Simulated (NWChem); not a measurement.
System: AlPH₄O₂; SMILES [OH][Al]([OH])[PH2]

```xyz
8

Al     0.0033     0.4911     0.0000
O     -0.0244     1.2859    -1.5175
H     -0.0691     2.2421    -1.6335
O     -0.0244     1.2859     1.5175
H     -0.0691     2.2421     1.6335
P     -0.0841    -1.8334     0.0000
H      0.8733    -1.9711     1.0472
H      0.8733    -1.9711    -1.0472
```
Atoms are numbered in this order, from 1.

Results from NWChem. Structure relaxed at the B3LYP/6-31G* (spherical d) level.

Q: Taking TPSS/aug-cc-pVTZ as the yardstick, which of these has the fewest basis functions while keeping “highest occupied level (eV)” within 0.1 eV of it: TPSS/aug-cc-pVDZ; TPSS/cc-pVTZ; TPSS/cc-pVDZ?

A: TPSS/aug-cc-pVDZ.
```json
[
 {"level": "TPSS/cc-pVDZ", "basis functions": "84", "highest occupied level (eV)": "-6.24", "relative time (rough)": "1"},
 {"level": "TPSS/aug-cc-pVDZ", "basis functions": "136", "highest occupied level (eV)": "-6.44", "relative time (rough)": "2"},
 {"level": "TPSS/cc-pVTZ", "basis functions": "184", "highest occupied level (eV)": "-6.34", "relative time (rough)": "1"},
 {"level": "TPSS/aug-cc-pVTZ", "basis functions": "284", "highest occupied level (eV)": "-6.43", "relative time (rough)": "6"}
]
```

The yardstick is one finite set, not the basis-set limit.
